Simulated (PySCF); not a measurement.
**Structure from NMR data**

Molecular formula: C3H12FPSi3. Simulated spectra:

1H NMR (300 MHz, computed): δ 5.20 (m, 1H), 5.17 (m, 1H), 4.73 (m, 2H), 4.29 (m, 2H), 1.17 (m, 2H), 0.32 (m, 2H), -0.19 (m, 2H).

13C{1H} NMR (computed): δ 81.7 (CH), -7.2 (CH2, 2C).

One conformer, fast rotation and ring inversion assumed for equivalent nuclei, relativity neglected, no solvent model. Geometry from GFN2-xTB; NMR shieldings at PBE0/pcSseg-1/GIAO; PySCF 2.14.

Chemical shifts δ = σref − σ; 1H (σref 31.72), 13C (σref 186.93) vs TMS, all at this level.

Which candidate is it?
A. F[C@@H]1CC[SiH2][SiH2][Si@@H]1P
B. F[C@H]1[SiH2]C[Si@@H](P)C[SiH2]1
C. F[C@@H]1CC[SiH2][SiH2][Si@H]1P

## Answers

B. 

- 2 carbon signals for 3 carbons: some carbons are equivalent by symmetry or fast rotation.
- Carbon types of the structure: 1 × CH, 2 × CH2, leaving 7 H on heteroatoms.
- δC 81.7: sp3 CH bonded to F and 2 Si; pulled downfield by the heteroatom.
- δC -7.2: sp3 CH2 bonded to 2 Si; an electropositive neighbour leaves it electron-rich and shielded.
- δH 5.20: hydrogen on an sp3 CH bonded to F and 2 Si; its carbon carries F, an electronegative neighbour.
- δH 5.17: hydrogen on a silicon bonded to 2 C, P, in a 6-membered ring.
- δH 0.32, -0.19: hydrogen on an sp3 CH2 bonded to 2 Si; an electropositive neighbour shields it, as in TMS itself.

The others: F[C@@H]1CC[SiH2][SiH2][Si@H]1P would give 3 carbon signals, not 2; F[C@@H]1CC[SiH2][SiH2][Si@@H]1P would give 3 carbon signals, not 2.

Splittings by 19F and 31P in the carbon and heteronuclear signals aren't shown, as no couplings were computed. Shifts are as computed. Against solution values, carbons near 30 ppm lie about +3 ppm off and those near 130 ppm about +5 ppm. Of 1211 compounds with measured shifts, 218 miss one by over three times the rms of a fit or turn the order of signals round; such compounds aren't used in these exercises. No couplings were computed; multiplicities are counted from neighbouring protons, with m where these are inequivalent, close in shift, in a saturated or five-membered ring or joined by F or P, and br s for small geminal =CH2 splittings.
